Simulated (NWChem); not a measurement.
# C2H7FOSi; SMILES CCO[SiH2]F

```xyz
12

Si     0.5202     1.2314    -0.0187
F     -0.8532     2.0959    -0.0504
O      0.2200    -0.3198     0.4354
C     -0.4489    -1.2997    -0.3322
C     -0.1153    -2.6739     0.1973
H      1.0726     1.2776    -1.4011
H      1.4134     1.8134     1.0083
H     -0.1573    -1.2191    -1.3976
H     -1.5386    -1.1239    -0.2831
H     -0.4164    -2.7632     1.2516
H     -0.6394    -3.4492    -0.3817
H      0.9667    -2.8622     0.1338
```
Atoms are numbered in this order, from 1.

Results from NWChem. Pople sets run with spherical d functions. Coordinates come from a PBE0/def2-SVP optimisation. No frequency run checked for a minimum. Level: M06-2X/6-31G* with SMD (1 M gas to 1 M solution), gas-phase geometry. Reactions with the solvent are ignored.

```csv
solvent,dielectric constant,solvation free energy (kcal/mol),cavity-dispersion-structure term (kcal/mol),dipole in solution (D)
water,78.4,-0.3,3.5,2.07
"N,N-dimethylformamide",37.2,-2.8,0.0,2.02
chlorobenzene,5.70,-3.2,-0.9,1.96
diethyl ether,4.24,-3.4,-1.3,1.94
cyclohexanone,15.6,-2.7,0.0,2.01
```
